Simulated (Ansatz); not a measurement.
Computed with Ansatz on PBE0-D4/def2-TZVP structures; ΔE is electronic, products minus reactants. CCSD(T)/CBS is the MP2 limit (def2-TZVPP, def2-QZVPP) plus CCSD(T) − MP2 in def2-TZVPP, frozen cores. This one scheme is used for every species. Functionals use def2-TZVPP. B3LYP here is the variant with VWN-RPA as its local correlation; programs differ in this. Each species was taken in one conformer, which may not be the lowest.

Reaction (ligand exchange at the Si–F bond): `O[Si](O)(F)[SiH2]F` + CH₃OH → `CO[SiH2][Si](O)(O)F` + H–F

```
             level  ΔE (kJ/mol)  difference from CCSD(T)/CBS
            PBE-D4         35.7                          2.0
           ωB97M-V         37.3                          3.6
            B2PLYP         40.0                          6.3
             B3LYP         45.2                         11.5
    MP2/def2-TZVPP         30.5                         -3.2
SCS-MP2/def2-TZVPP         35.0                          1.3
CCSD(T)/def2-TZVPP         33.1                         -0.6
     HF/def2-QZVPP         48.4                         14.7
    MP2/def2-QZVPP         31.2                         -2.5
      HF/CBS(def2)         48.6                         14.9
       CCSD(T)/CBS         33.7                            0
```

Largest T1 diagnostic among the species: 0.012.

The D4 term adds −8.5 kJ/mol with B3LYP and −4.9 kJ/mol with PBE0; it sums over pairs of atoms, weighted by their polarisabilities, and B3LYP, whose exchange is more repulsive, gets the larger term. In def2-TZVPP, CCSD(T) changes the Hartree–Fock value by −14.2 kJ/mol (the triples alone add −2.3 kJ/mol) and MP2 by −16.9 kJ/mol.
